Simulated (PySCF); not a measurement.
Geometry:
```tsv
atom	x (Å)	y (Å)	z (Å)
Si1	2.945	0.313	0.050
Si2	0.868	-0.769	0.161
Si3	-0.873	0.765	-0.184
Si4	-2.946	-0.320	-0.028
H5	3.019	1.352	1.123
H6	3.086	0.985	-1.279
H7	4.074	-0.651	0.228
H8	0.696	-1.410	1.504
H9	0.789	-1.844	-0.879
H10	-0.715	1.395	-1.534
H11	-0.786	1.847	0.848
H12	-3.090	-0.908	1.340
H13	-4.080	0.624	-0.273
H14	-3.008	-1.424	-1.034
```

Geometry: PBE0-D3(BJ)/def2-SVP; GIAO shifts from PySCF 2.14.0 with density-fitted response routines, gas phase, non-relativistic, averaged over equivalent atoms.

At B3LYP/pcSseg-1 (146 basis functions, 30 s wall time on 1 thread of an Intel Xeon, shared host):
```tsv
atoms	δ (ppm)
Si1/Si4	-102.4
Si2/Si3	-109.7
H5/H6/H7/H12/H13/H14	3.59
H8/H9/H10/H11	3.35
```

References, each an isolated molecule treated in the same way: $^{29}$Si (σ = 337.86 ppm), $^{1}$H (σ = 31.38 ppm) vs TMS.

Estimate the result of repeating the calculation with PBE0/pcSseg-1.

Results:


```json
{"atoms": "Si1/Si4", "δ at PBE0/pcSseg-1": "-102.8", "change": "-0.4"}
{"atoms": "Si2/Si3", "δ at PBE0/pcSseg-1": "-114.2", "change": "-4.5"}
{"atoms": "H5/H6/H7/H12/H13/H14", "δ at PBE0/pcSseg-1": "3.67", "change": "+0.08"}
{"atoms": "H8/H9/H10/H11", "δ at PBE0/pcSseg-1": "3.43", "change": "+0.08"}
```

Scale: TMS for $^{29}$Si (351.99 ppm) and $^{1}$H (31.27 ppm) (reference shieldings calculated alike).

The largest change is at Si2/Si3 (silicon bonded to 2 Si, 2 H). Cost: 146 basis functions, 50 s wall time on 1 thread of an Intel Xeon, shared host.
